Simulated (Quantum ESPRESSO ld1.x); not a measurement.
Problem. All-electron atom: the lutetium ion Lu39+ in [Ar] 3d10 4s2 4p2. All-electron calculation, Dirac Kohn-Sham, relativistic LDA (MacDonald-Vosko exchange, VWN5 correlation), spin-unpolarised, spherical densities, point nucleus; open shells are shared between the two j in proportion to 2j + 1. Program: ld1.x of Quantum ESPRESSO 7.5. Some entries of the table are withheld. Estimate them.

orbital,occ.,eigenvalue (eV),r(max) (bohr),<1/r> (bohr^-1)
1s1/2,2,-64513.3,0.012,81.87
2s1/2,2,-12442.4,0.070,19.84
2p1/2,2,-11971.4,0.052,19.81
2p3/2,4,-10864.2,0.059,16.94
3s1/2,2,-4099.92,0.196,7.397
3p1/2,2,-3893.77,(1),7.317
3p3/2,4,-3648.61,(2),6.581
3d3/2,4,-3303.57,0.153,6.470
3d5/2,6,-3249.02,0.157,6.292
4s1/2,2,-1942.83,0.415,3.569
4p1/2,0.666667,(3),(4),3.504
4p3/2,1.33333,(5),(6),3.258

Solution. 
(1) 3p1/2 r(max) (bohr): 0.182
(2) 3p3/2 r(max) (bohr): 0.196
(3) 4p1/2 eigenvalue (eV): -1855.26
(4) 4p1/2 r(max) (bohr): 0.412
(5) 4p3/2 eigenvalue (eV): -1775.70
(6) 4p3/2 r(max) (bohr): 0.432
